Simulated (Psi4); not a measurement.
Input for Psi4:
```
memory 2 GB

molecule mol {
-1 2
F    -1.066300   -0.744400   -0.067500
C    -0.002300    0.074600    0.008200
F     1.109400   -0.676100   -0.088800
H    -0.008300    0.572800    0.987100
H    -0.032500    0.773100   -0.839000
}

set {
  basis cc-pvdz
  reference uks
}

energy('tpss')
print_variables()
```

**Question.** What is the computed nuclear repulsion energy (TPSS/cc-pVDZ run with Psi4)?

**Answer.** 77.8198 Eh

**Question.** Predict the total energy from TPSS/cc-pVDZ.

**Answer.** -238.8592 Eh

**Question.** Estimate the number of basis functions that TPSS/cc-pVDZ returns for this input.

**Answer.** 52

**Question.** Give the <S^2> at the level TPSS/cc-pVDZ.

**Answer.** 0.753

A gas-phase anion may not be bound at this level; its values then depend on the basis.

These values belong to the state on which the SCF converged, which isn't shown to be the lowest.
